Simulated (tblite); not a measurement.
C₆H₁₅GeN.
Atom-mapped SMILES: `[CH3:1][N:2]([CH3:3])[GeH2:4][CH:5]1[CH2:6][CH2:7][CH2:8]1` (hydrogens: H9, H10, H11 on C1; H12, H13, H14 on C3; H15, H16 on Ge4; H17 on C5; H18, H19 on C6; H20, H21 on C7; H22, H23 on C8)

Computed with GFN2-xTB (tblite), gas phase: L-BFGS steps from a force-field or distance-geometry start until the largest atomic force falls under 0.01 eV/Å.

Geometry at step 15:
```
atom  x, y, z in Å
C1     -2.4347   -0.9430    0.6896
N2     -2.0223    0.3380    0.1244
C3     -3.0419    1.0617   -0.6107
Ge4    -0.3697    0.2835   -0.6960
C5      1.1332   -0.4037    0.4171
C6      2.0793    0.6154    1.0740
C7      3.2381    0.1243    0.1979
C8      2.2992   -0.8866   -0.4621
H9     -1.8933   -1.7895    0.2543
H10    -2.2418   -0.9513    1.7649
H11    -3.4941   -1.1460    0.5363
H12    -3.2599    0.6508   -1.6083
H13    -3.9812    1.1036   -0.0537
H14    -2.6802    2.0820   -0.7438
H15    -0.0435    1.6464   -1.2704
H16    -0.5464   -0.6715   -1.8777
H17     0.7815   -1.1540    1.1231
H18     1.8177    1.6546    0.8972
H19     2.2383    0.4775    2.1404
H20     3.6248    0.8840   -0.4798
H21     4.0708   -0.3358    0.7293
H22     2.5863   -1.9289   -0.3464
H23     2.1349   -0.6846   -1.5166
```

Task: Give the atomic forces at this geometry.

Result: 
```json
{"atom": "C1", "Fx (eV/Å)": "-0.044", "Fy (eV/Å)": "-0.120", "Fz (eV/Å)": "0.031"}
{"atom": "N2", "Fx (eV/Å)": "-0.064", "Fy (eV/Å)": "-0.015", "Fz (eV/Å)": "0.048"}
{"atom": "C3", "Fx (eV/Å)": "-0.060", "Fy (eV/Å)": "0.076", "Fz (eV/Å)": "-0.014"}
{"atom": "Ge4", "Fx (eV/Å)": "0.116", "Fy (eV/Å)": "-0.050", "Fz (eV/Å)": "-0.058"}
{"atom": "C5", "Fx (eV/Å)": "0.050", "Fy (eV/Å)": "-0.034", "Fz (eV/Å)": "0.025"}
{"atom": "C6", "Fx (eV/Å)": "0.078", "Fy (eV/Å)": "0.089", "Fz (eV/Å)": "0.064"}
{"atom": "C7", "Fx (eV/Å)": "-0.007", "Fy (eV/Å)": "-0.004", "Fz (eV/Å)": "-0.009"}
{"atom": "C8", "Fx (eV/Å)": "-0.028", "Fy (eV/Å)": "-0.035", "Fz (eV/Å)": "-0.123"}
{"atom": "H9", "Fx (eV/Å)": "0.029", "Fy (eV/Å)": "0.000", "Fz (eV/Å)": "-0.059"}
{"atom": "H10", "Fx (eV/Å)": "-0.005", "Fy (eV/Å)": "0.053", "Fz (eV/Å)": "0.048"}
{"atom": "H11", "Fx (eV/Å)": "-0.023", "Fy (eV/Å)": "0.196", "Fz (eV/Å)": "-0.039"}
{"atom": "H12", "Fx (eV/Å)": "0.010", "Fy (eV/Å)": "-0.074", "Fz (eV/Å)": "0.090"}
{"atom": "H13", "Fx (eV/Å)": "0.117", "Fy (eV/Å)": "-0.057", "Fz (eV/Å)": "0.089"}
{"atom": "H14", "Fx (eV/Å)": "-0.037", "Fy (eV/Å)": "0.023", "Fz (eV/Å)": "-0.051"}
{"atom": "H15", "Fx (eV/Å)": "-0.102", "Fy (eV/Å)": "-0.020", "Fz (eV/Å)": "0.068"}
{"atom": "H16", "Fx (eV/Å)": "0.155", "Fy (eV/Å)": "0.018", "Fz (eV/Å)": "-0.083"}
{"atom": "H17", "Fx (eV/Å)": "-0.032", "Fy (eV/Å)": "-0.060", "Fz (eV/Å)": "-0.001"}
{"atom": "H18", "Fx (eV/Å)": "-0.074", "Fy (eV/Å)": "0.125", "Fz (eV/Å)": "-0.006"}
{"atom": "H19", "Fx (eV/Å)": "-0.067", "Fy (eV/Å)": "-0.045", "Fz (eV/Å)": "0.068"}
{"atom": "H20", "Fx (eV/Å)": "0.046", "Fy (eV/Å)": "-0.054", "Fz (eV/Å)": "0.006"}
{"atom": "H21", "Fx (eV/Å)": "-0.052", "Fy (eV/Å)": "0.104", "Fz (eV/Å)": "0.065"}
{"atom": "H22", "Fx (eV/Å)": "-0.035", "Fy (eV/Å)": "-0.045", "Fz (eV/Å)": "0.050"}
{"atom": "H23", "Fx (eV/Å)": "0.029", "Fy (eV/Å)": "-0.072", "Fz (eV/Å)": "-0.210"}
```

The largest, 0.22 eV/Å, acts on H23; the rms over all components is 0.071 eV/Å. The forces sum to zero within rounding, as they must for an isolated molecule in no field.

Task: Give the force on H23 in Eh/bohr and in nN.

Result: 0.224 eV/Å ÷ 51.422 = 0.00435 Eh/bohr, and 0.224 eV/Å × 1.602 = 0.36 nN.

Task: How far is this geometry from the end of the optimisation?

Result: 0.287 eV above it, and 0.819 Å rms away after alignment. The bonds farthest from their final lengths, with half the difference of the two atoms' forces along the bond (positive lengthens):

```
   bond  now (Å)  final (Å)  force along bond (eV/Å)
  C1–N2    1.460      1.446                    +0.04
 N2–Ge4    1.846      1.836                    +0.10
 C1–H11    1.090      1.098                    -0.03
 Ge4–C5    1.992      1.984                     0.00
Ge4–H15    1.515      1.508                    -0.03
  C1–H9    1.095      1.089                    -0.01
```

The angle farthest from its final value is N2–Ge4–H16, 105.0° against 116.0°.

Of the 2 listed bonds off by 0.010 Å or more, this force points towards the final length in 0.

The cost below is that of the whole relaxation. Time: 1.9 s of wall time. Hardware: one thread, Intel Xeon Platinum 8488C (x86_64), shared host with 96 logical CPUs at a one-minute load of 22.
